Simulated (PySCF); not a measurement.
## Worked example: refractive index and permittivity of the vapour

C2O2Os, SMILES [O+]#[C-]->[Os]<-[C-]#[O+] (connectivity only; charge and spin as stated), neutral, multiplicity 3.

Coordinates come from a PBE0-D3(BJ)/def2-SVP optimisation. The spin state was assumed, not searched. The def2 effective core potentials stand for the cores of Os; spin–orbit coupling is left out.

PBE/def2-TZVPD run with PySCF gives a mean static polarisability of 74.4 bohr³ and a dipole moment of 3.14 D. Take an ideal gas at 298.15 K and 0.1 bar, whether or not the substance is that volatile.

**Question.** Work out n − 1 in the optical limit and the static ε − 1.

**Answer.** 
Polarisability volume α' = 74.4 × 0.148185 = 11.02 Å³. Number density N = p/kT = 2.43e-6 Å⁻³.
Dilute limit of Lorentz–Lorenz: n − 1 = 2π N α' = 0.00017.
Orientation term of Debye: μ²/(3kT) = 8.098 Å³ × μ²(D²) = 79.84 Å³.
ε − 1 = 4π N (α' + μ²/3kT) = 0.0028. Orientation of the dipole supplies 88 % of the static response; it can't follow optical fields. Vibrational polarisation and dispersion are left out.
